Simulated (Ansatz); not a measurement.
Born–Oppenheimer molecular dynamics of CH₅BN₂ (9 atoms, charge 0, multiplicity 1). It starts from a relaxed structure.

Level of theory: RKS B3LYP/cc-pVDZ (Ansatz 0.2.0).

| Property | Result |
| --- | --- |
| ensemble | NVE (velocity Verlet) |
| time step | 1 fs |
| steps asked | 150 |
| starting velocities drawn for | 500 K |
| seed | 439361 |

First frame:

```xyz
9
Properties=species:S:1:pos:R:3
N -0.636 1.195 -0.952
B -0.214 0.140 -0.149
C 0.701 -1.056 0.184
N -0.323 -0.455 1.116
H -0.363 1.286 -1.921
H -1.289 1.901 -0.637
H 0.509 -2.102 -0.087
H 1.763 -0.856 0.398
H -0.059 -0.100 2.030
```

(1) How far do the bonds stretch over the last three quarters of this one trajectory? (Pairs bonded in most of those frames.)

## Answers

(1) 
| bond | mean (Å) | spread (Å) | shortest | longest |
| --- | --- | --- | --- | --- |
| N1–B2 | 1.395 | 0.025 | 1.35 | 1.45 |
| N1–H5 | 1.014 | 0.016 | 0.99 | 1.04 |
| N1–H6 | 1.015 | 0.014 | 0.99 | 1.04 |
| B2–C3 | 1.544 | 0.029 | 1.49 | 1.59 |
| B2–N4 | 1.402 | 0.033 | 1.34 | 1.47 |
| C3–N4 | 1.513 | 0.024 | 1.45 | 1.57 |
| C3–H7 | 1.103 | 0.023 | 1.06 | 1.15 |
| C3–H8 | 1.106 | 0.026 | 1.05 | 1.16 |
| N4–H9 | 1.016 | 0.015 | 0.99 | 1.04 |

Mean temperature of the second half: 248 K. The conserved energy stayed within 1.1 meV per atom of its start (net change 0.54 meV per atom), so the integration is sound. The temperature averaged 0.50 of the 500 K drawn at the start: a run that starts near a minimum puts about half its kinetic energy into the potential. A run of 0.15 ps of so small a system gives no equilibrium averages.

Run time: 4.7 min on 1 thread of AMD EPYC 7R43 64-Core Processor (Zen 3), with other jobs on the host, peak memory 0.25 GiB.
